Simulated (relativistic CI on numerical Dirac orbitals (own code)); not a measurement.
Cu³⁺ in a cubic cluster: L2,3 absorption with charge transfer

Computed with a charge-transfer multiplet model of a cubic metal-ligand cluster with up to 2 ligand holes, Slater and spin-orbit integrals from Dirac-Coulomb-Breit ions, Slater integrals scaled by 0.8. The ground state mixes d8 with configurations of k ligand holes L, whose averages lie at kΔ + k(k − 1)U_dd/2; a core hole lowers each added d electron by U_cd. 20 K, Lorentzian 0.4 eV and Gaussian 0.3 eV FWHM.

Atomic integrals in eV (Slater integrals scaled, ζ unscaled), ground: F2dd 11.066, F4dd 6.905, zeta_d 0.110; with the core hole: F2dd 11.066, F4dd 6.905, zeta_d 0.138, zeta_core 13.377, F2cd 7.060, G1cd 5.412, G3cd 3.079.

Cluster parameters (eV): U_dd = 8.1, U_cd = 10, 10Dq = 0.45, 10Dq(ligand) = 1.4, V(eg) = 3.4, V(t2g) = -1.54, final-state hopping factor = 0.8.

| Case | n_d | d8 | d9L | d10L2 | S |
| --- | --- | --- | --- | --- | --- |
| Δ = -1.7 eV | 8.78 | 0.32 | 0.58 | 0.10 | 1.00 |
| Δ = -0.7 eV | 8.70 | 0.38 | 0.54 | 0.08 | 1.00 |
| Δ = 1.3 eV | 8.53 | 0.51 | 0.45 | 0.04 | 1.00 |
| Δ = 2.3 eV | 8.46 | 0.57 | 0.40 | 0.03 | 1.00 |
| Δ = 4.3 eV | 8.34 | 0.68 | 0.30 | 0.02 | 1.00 |

Weights, n_d and S are thermal averages at 20 K. Photon energies count from the first peak over 30 % of the highest in each spectrum, which can be another peak from case to case. The parameters are a model scan and need not match a compound or its usual spin state. Peaks in eV (height, largest 100):
- Δ = -1.7 eV: 0.0 (100), 6.9 (6), 20.2 (37)
- Δ = -0.7 eV: 0.0 (100), 6.4 (6), 20.3 (34)
- Δ = 1.3 eV: 0.0 (100), 5.7 (6), 20.2 (26), 20.6 (25)
- Δ = 2.3 eV: 0.0 (100), 1.0 (18), 20.1 (25), 20.7 (23)
- Δ = 4.3 eV: 0.0 (100), 1.5 (19), 20.2 (24), 21.1 (23)

For the case Δ = 1.3 eV, Δ = 1.3 eV is smaller than U_dd = 8.1 eV, the charge-transfer side of the Zaanen-Sawatzky-Allen scheme. With the core hole the configuration with one ligand hole lies at Δ + U_dd − U_cd = -3.6, -2.6, -0.6, 0.4, 2.4 eV from the one without, in the order of the table; where this is negative the screened configuration lies lower, though the effective hopping of about 3.3 eV (from the holes of the mixed ground state) mixes the two strongly wherever it is as large as the gap.
